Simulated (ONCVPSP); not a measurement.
An all-electron radial function and its pseudo partner (Mn)

Columns: radius, all-electron u(r) and pseudo u(r) of the 3d shell (level -14.86 eV) of manganese in the configuration [Ne] 3s2 3p6 3d5 4s1; BLYP, scalar-relativistic, ONCV scheme, ONCVPSP 4.0.1.

```csv
r (bohr),all-electron,pseudo
0.082,0.0372,0.0052
0.165,0.1721,0.0400
0.248,0.3519,0.1243
0.330,0.5240,0.2586
0.413,0.6677,0.4320
0.495,0.7728,0.6144
0.578,0.8433,0.7813
0.660,0.8820,0.9053
0.742,0.8960,0.9776
0.825,0.8914,0.9983
0.908,0.8735,0.9773
0.990,0.8471,0.9306
1.072,0.8150,0.8725
1.155,0.7791,0.8128
1.238,0.7415,0.7582
1.320,0.7038,0.7106
1.402,0.6663,0.6684
1.485,0.6292,0.6295
1.568,0.5931,0.5931
1.650,0.5588,0.5588
1.733,0.5255,0.5255
1.815,0.4942,0.4941
1.898,0.4640,0.4640
1.980,0.4357,0.4357
2.062,0.4089,0.4089
2.145,0.3833,0.3833
```

Question: How many radial nodes do the two functions have?

Answer: The all-electron 3d function has n − l − 1 = 0; the pseudo-wave has 0.

Question: At about which radius was the pseudo-wave matched?

Answer: 1.65 bohr. The columns agree to 0.0005 from 1.49 bohr on; several derivatives are matched, so the curves merge somewhat inside the radius.

Question: Where does each function peak?

Answer: Outermost all-electron maximum near 0.74 bohr, pseudo maximum near 0.82 bohr (to the table’s step).

Question: Is the pseudo-wave norm-conserving?

Answer: Yes: the ONCV scheme keeps the norm inside the radius equal to the all-electron one, which fixes the energy derivative of the logarithmic derivative at the level.
